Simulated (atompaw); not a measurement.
How hard is this scandium PAW (atompaw) potential?

```
Element                 : scandium (Sc)
Generator               : atompaw 4.2.0.5
Type                    : PAW
Functional              : PBE
Relativity              : scalar-relativistic
Frozen core             : [Ne]
Valence charge          : 11
Reference configuration : 3s2 3p6 3d1 4s1 4p1
Partial waves           : 3s (bound): rc 1.55 bohr; 4s (bound): rc 2.65 bohr; 3p (bound): rc 1.20 bohr; 4p (bound): rc 1.95 bohr; 3d (bound): rc 2.65 bohr; 3d channel at 1.8 Ry: rc 2.65 bohr
Local potential         : bessel scheme, radius 2.15 bohr
Core correction         : smooth core density matched at 1.45 bohr
Augmentation charge     : sinc compensation charge, radius 2.00 bohr; PAW radius 2.65 bohr; waves and projectors: modrrkj vanderbiltortho
```

The pseudo-atom Hamiltonian at the reference potential is diagonalised in spherical Bessel functions j_l(qr) that vanish at 20 bohr, with q² up to the cutoff. All-electron valence levels (Ry): 3s -4.1400, 4s -0.3582, 3p -2.5656, 4p -0.1494, 3d -0.3209.

Q: How do the lowest levels (Ry) of each channel move with the cutoff, and are there ghosts?

A:

| cutoff (Ry) | s #1 | s #2 | p #1 | p #2 | p #3 | d #1 | d #2 | f #1 | Σ f·Δε (mRy) |
| --- | --- | --- | --- | --- | --- | --- | --- | --- | --- |
| 8 | -3.9415 | -0.3553 | -0.1939 | 0.0128 | 0.1307 | -0.3019 | 0.0250 | 0.0833 | 14693.3 |
| 12 | -4.1194 | -0.3581 | -0.3679 | -0.0372 | 0.0581 | -0.3201 | 0.0236 | 0.0833 | 13340.2 |
| 15 | -4.1349 | -0.3581 | -1.8357 | -0.1458 | 0.0218 | -0.3203 | 0.0235 | 0.0833 | 4393.4 |
| 21 | -4.1393 | -0.3582 | -2.4390 | -0.1493 | 0.0212 | -0.3208 | 0.0235 | 0.0833 | 760.9 |
| 25 | -4.1393 | -0.3582 | -2.5334 | -0.1493 | 0.0212 | -0.3208 | 0.0235 | 0.0833 | 194.3 |
| 35 | -4.1399 | -0.3582 | -2.5643 | -0.1494 | 0.0212 | -0.3209 | 0.0235 | 0.0833 | 7.9 |
| 45 | -4.1399 | -0.3582 | -2.5652 | -0.1494 | 0.0212 | -0.3209 | 0.0235 | 0.0833 | 2.1 |
| 50 | -4.1399 | -0.3582 | -2.5652 | -0.1494 | 0.0212 | -0.3209 | 0.0235 | 0.0833 | 2.0 |
| 60 | -4.1399 | -0.3582 | -2.5654 | -0.1494 | 0.0212 | -0.3209 | 0.0235 | 0.0833 | 1.2 |
| 70 | -4.1400 | -0.3582 | -2.5655 | -0.1494 | 0.0212 | -0.3209 | 0.0235 | 0.0833 | 0.4 |
| 90 | -4.1400 | -0.3582 | -2.5656 | -0.1494 | 0.0212 | -0.3209 | 0.0235 | 0.0833 | 0.1 |
| 400 | -4.1400 | -0.3582 | -2.5656 | -0.1494 | 0.0212 | -0.3209 | 0.0235 | 0.0833 | 0.0 |

Result: no extra level below or beside the all-electron valence levels (s, p, d, f tested); 10 mRy is reached at 35 Ry and 1 mRy at 70 Ry.
